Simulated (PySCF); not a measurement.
A PySCF script (with the pyscf-properties extension) for the NMR shieldings of `CBCO[BH2-][NH2+]C`, C$_{3}$H$_{13}$B$_{2}$NO, on a GFN2-xTB geometry:

```python
import basis_set_exchange as bse
import numpy as np
from pyscf import gto, dft
from pyscf.prop import nmr

atoms = """
C    -3.122519   -0.047962    0.681797
B    -1.752454   -0.536534    0.083081
C    -1.296836   -0.031077   -1.336448
O    -0.048925   -0.464006   -1.844746
B     1.114738    0.288557   -1.577516
N     1.680511   -0.305365   -0.023767
C     2.933130    0.251973    0.460658
H    -2.966418    0.459505    1.634077
H    -3.679525    0.626435    0.036429
H    -3.764434   -0.898801    0.909450
H    -1.096474   -1.281283    0.714095
H    -2.055454   -0.353097   -2.070305
H    -1.340311    1.072961   -1.367162
H     0.968763    1.460748   -1.373030
H     1.996573   -0.015422   -2.311316
H     0.912697   -0.127045    0.616306
H     1.743982   -1.307050   -0.173860
H     3.709390    0.067720   -0.279472
H     2.820591    1.328764    0.570814
H     3.237827   -0.178344    1.418790
"""
names = dict.fromkeys(["C", "B", "O", "N", "H"], "pcSseg-1")
basis = {el: gto.basis.parse(bse.get_basis(n, elements=[el], fmt="nwchem")) for el, n in names.items()}
mol = gto.M(atom=atoms, basis=basis, charge=0, verbose=0)
mf = dft.RKS(mol, xc="PBE0")
mf.grids.level = 2
mf.grids.alignment = dft.numint.BLKSIZE   # the property module wants whole blocks of grid points
mf.conv_tol = 1e-9
mf.kernel()

calc = nmr.RKS(mf)   # GIAO
C = mf.mo_coeff
Co = C[:, mf.mo_occ > 0]
resp = mf.gen_response(singlet=True, hermi=2)
def vind(x):   # induced exchange potential for any number of trial vectors
    d = np.einsum("pi,xij,qj->xpq", C, 2 * x.reshape(-1, C.shape[1], Co.shape[1]), Co, optimize=True)
    return np.einsum("xpq,pi,qj->xij", resp(d - d.transpose(0, 2, 1)), C, Co, optimize=True).ravel()
mo1, _ = nmr.rhf.solve_mo1(calc, with_cphf=vind)
sigma = calc.kernel(mo1)
for i, s in enumerate(sigma):   # ppm
    w = np.linalg.eigvalsh((s + s.T) / 2)
    print("%2d %-2s iso %8.1f  s11 %8.1f  s22 %8.1f  s33 %8.1f" % (i, mol.atom_pure_symbol(i), w.mean(), *w))
```

Problem. What does it print?

Solution. 
```
 0 C  iso    174.7  s11    147.3  s22    182.8  s33    194.0
 1 B  iso      6.0  s11    -73.0  s22    -23.0  s33    114.1
 2 C  iso    102.4  s11     66.5  s22     90.0  s33    150.5
 3 O  iso    274.5  s11    215.6  s22    270.6  s33    337.4
 4 B  iso     97.9  s11     84.0  s22     94.0  s33    115.6
 5 N  iso    209.0  s11    197.1  s22    203.4  s33    226.4
 6 C  iso    159.8  s11    143.6  s22    147.2  s33    188.5
 7 H  iso     31.0  s11     27.9  s22     28.6  s33     36.6
 8 H  iso     30.7  s11     27.4  s22     30.3  s33     34.4
 9 H  iso     30.9  s11     27.1  s22     28.4  s33     37.1
10 H  iso     23.6  s11     15.3  s22     26.0  s33     29.6
11 H  iso     26.8  s11     21.6  s22     26.3  s33     32.6
12 H  iso     27.5  s11     23.8  s22     26.0  s33     32.6
13 H  iso     28.8  s11     25.6  s22     29.8  s33     31.1
14 H  iso     28.5  s11     25.1  s22     29.7  s33     30.6
15 H  iso     29.1  s11     22.4  s22     27.3  s33     37.5
16 H  iso     29.6  s11     23.4  s22     27.9  s33     37.5
17 H  iso     29.1  s11     24.9  s22     27.3  s33     35.1
18 H  iso     29.3  s11     24.9  s22     27.8  s33     35.3
19 H  iso     29.2  s11     24.2  s22     27.1  s33     36.3
```

These numbers come from an equivalent density-fitted implementation of the same equations, which agrees with the script to about 0.01 ppm for H and up to a few tenths of a ppm for heavy atoms, so last digits may differ.

Size and cost of the density-fitted run: 184 basis functions, 29 s wall time on 1 thread of an Arm Neoverse V1, shared host; peak memory 0.87 GiB.
